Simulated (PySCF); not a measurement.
Isomers of C7H5FO2, mass 140.027 u with the commonest isotopes. The calculation used PBE0-D3(BJ)/def2-SVP geometry optimisation, gas phase in PySCF. One conformer each, none proved a minimum here; rigid rotors.

Question: Order these by rotational constant C, smallest first.
A. `[CH2:1]=[CH:2][c:3]1[cH:4][c:5]([F:6])[o:7][c:8](=[O:9])[cH:10]1` with C1–C2–C3–C4 1°
B. `[O:1]=[C:2]([OH:3])[c:4]1[cH:5][cH:6][cH:7][cH:8][c:9]1[F:10]` with O1–C2–O3–H 0°, O1–C2–C4–C5 -1° (2-fluorobenzoic acid)
C. `[O:1]=[C:2]([OH:3])[c:4]1[cH:5][cH:6][c:7]([F:8])[cH:9][cH:10]1` with O1–C2–O3–H 0°, O1–C2–C4–C5 1°

Answer: C (647.3 MHz), A (708.7 MHz), B (795.3 MHz).

Question: Order these by radius of gyration √(Σ m r²/M), smallest first.
A. `[O:1]=[C:2]([OH:3])[c:4]1[cH:5][cH:6][cH:7][cH:8][c:9]1[F:10]` with O1–C2–O3–H 0°, O1–C2–C4–C5 -1°
B. `[O:1]=[C:2]([OH:3])[c:4]1[cH:5][cH:6][c:7]([F:8])[cH:9][cH:10]1` with O1–C2–O3–H 0°, O1–C2–C4–C5 1°
C. `[CH2:1]=[CH:2][c:3]1[cH:4][c:5]([F:6])[o:7][c:8](=[O:9])[cH:10]1` with C1–C2–C3–C4 1°

Answer: A (2.130 Å), C (2.257 Å), B (2.361 Å).

Question: Order these by dipole moment, smallest first.
A. `[O:1]=[C:2]([OH:3])[c:4]1[cH:5][cH:6][cH:7][cH:8][c:9]1[F:10]` with O1–C2–O3–H 0°, O1–C2–C4–C5 -1°
B. `[CH2:1]=[CH:2][c:3]1[cH:4][c:5]([F:6])[o:7][c:8](=[O:9])[cH:10]1` with C1–C2–C3–C4 1°
C. `[O:1]=[C:2]([OH:3])[c:4]1[cH:5][cH:6][c:7]([F:8])[cH:9][cH:10]1` with O1–C2–O3–H 0°, O1–C2–C4–C5 1°

Answer: C (1.42 D), A (1.69 D), B (4.85 D).

```
            SMILES  point group  Ia (u·Å²)  Ib (u·Å²)  Ic (u·Å²)      κ  μa (D)  μb (D)  μc (D)
 O=C(O)c1ccc(F)cc1            –     130.22     650.55     780.74  -0.92    0.10    1.42    0.02
   O=C(O)c1ccccc1F           Cs     219.60     415.84     635.42  -0.44    1.64    0.40    0.03
C=Cc1cc(F)oc(=O)c1            –     256.77     456.31     713.07  -0.37    4.63    1.46    0.01
```
